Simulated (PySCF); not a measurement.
C4H7ClSi.
SMILES with atom numbers: `[CH:1]#[C:2][CH2:3][C@@H:4]([SiH3:5])[Cl:6]` (hydrogens: H7 on C1; H8, H9 on C3; H10 on C4; H11, H12, H13 on Si5)

Cartesian coordinates in Å at the PBE0-D3(BJ)/def2-SVP level; atoms count from 1:
```xyz
13
C4H7ClSi angstrom
C      2.0944    0.1553   -0.9380
C      1.1031   -0.5388   -0.9774
C     -0.1013   -1.3585   -0.9873
C     -0.9203   -1.1958    0.2953
Si    -1.6679    0.5339    0.5884
Cl    -2.3034   -2.3534    0.2507
H      2.9785    0.7651   -0.9131
H     -0.7258   -1.1013   -1.8595
H      0.1722   -2.4210   -1.1062
H     -0.3088   -1.4865    1.1628
H     -2.4665    0.4874    1.8460
H     -0.5890    1.5576    0.7151
H     -2.5478    0.8639   -0.5706
```

Jobs on this species (13 atoms, 62 electrons) with PySCF (density fitting). Hardware of each: an Intel Xeon 6975P-C with one thread (shared host). Times come from a shared host and carry two figures at best. Peak memory is the resident size of the whole Python process, interpreter and libraries included.

```
                                                                 level and settings                                                          work  basis functions  SCF cycles  wall time  peak memory
   delta-SCF UKS B3LYP, pcX-2 on the ionised atom, pcseg-1 elsewhere, spin-free X2C                                 ΔSCF core ionisation, 8 holes              169           ?          ?            ?
                                                 PBE0-D3(BJ)/def2-SVP, grid level 1  geometry optimisation from a GFN2-xTB start shaken at random              127           ?          ?            ?
    delta-SCF UKS PBE0, pcX-2 on the ionised atom, pcseg-1 elsewhere, spin-free X2C                                 ΔSCF core ionisation, 8 holes              169         118       51 s     0.76 GiB
    delta-SCF UKS SCAN, pcX-1 on the ionised atom, pcseg-1 elsewhere, spin-free X2C                                 ΔSCF core ionisation, 8 holes              149         134       35 s     0.56 GiB
    delta-SCF UKS SCAN, pcX-2 on the ionised atom, pcseg-1 elsewhere, spin-free X2C                                 ΔSCF core ionisation, 8 holes              169         135       40 s     0.71 GiB
 delta-SCF UKS SCAN, pcX-2 on the ionised atom, pcseg-1 elsewhere, non-relativistic                                 ΔSCF core ionisation, 8 holes              169         133       40 s     0.61 GiB
     delta-SCF UKS PBE, pcX-2 on the ionised atom, pcseg-1 elsewhere, spin-free X2C                                 ΔSCF core ionisation, 8 holes              169         128       26 s     0.73 GiB
      delta-SCF UKS HF, pcX-2 on the ionised atom, pcseg-1 elsewhere, spin-free X2C                                 ΔSCF core ionisation, 8 holes              169         121       34 s     0.73 GiB
delta-SCF UKS SCAN, def2-TZVP on the ionised atom, pcseg-1 elsewhere, spin-free X2C                                 ΔSCF core ionisation, 8 holes              146         133       39 s     0.48 GiB
```

Problem. Fill in the missing figures.

Solution. 
- delta-SCF UKS B3LYP, pcX-2 on the ionised atom, pcseg-1 elsewhere, spin-free X2C; ΔSCF core ionisation, 8 holes: 52 s, 0.84 GiB, 121 SCF cycles
- PBE0-D3(BJ)/def2-SVP, grid level 1; geometry optimisation from a GFN2-xTB start shaken at random: 22 s, 0.50 GiB, 33 SCF cycles

Problem. What do all jobs in the table cost together?

Solution. About 5.7 min; the longest takes about 15 % of that, and about 2.4 times as long as the shortest.
